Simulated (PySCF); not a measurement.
## Radial density of Tm⁴³⁺ (thulium, charge +43)

BP86, [Ar] 3d8, high-spin 3F determinant. Calculation: PySCF 2.14, in an uncontracted even-tempered set (18 s from 8.8 bohr⁻², ratio 2.5; 13 p from 11 bohr⁻², ratio 2.5; 8 d from 11 bohr⁻², ratio 2.5; 4 f from 47 bohr⁻², ratio 2.7; 3 g from 71 bohr⁻², ratio 2.7); scalar relativity by spin-free X2C-1e.

```
r (bohr)  4πr²ρ (e/bohr)  4πr²(ρα − ρβ)
  0.0193           86.76         0.0102
  0.0325           85.10         0.1455
  0.0546           118.6         1.2414
  0.0918           93.68         5.8753
   0.154           89.00        11.3524
   0.260           53.14         5.2568
   0.437           2.334         0.2306
   0.735        0.004182         0.0005
```

Densities and radii are taken from the X2C orbitals without a picture-change correction, which distorts them close to the nucleus.

Spin-orbit coupling is strong in this species (close to jj coupling), so the high-spin LS determinant is a model state, not a physical level.
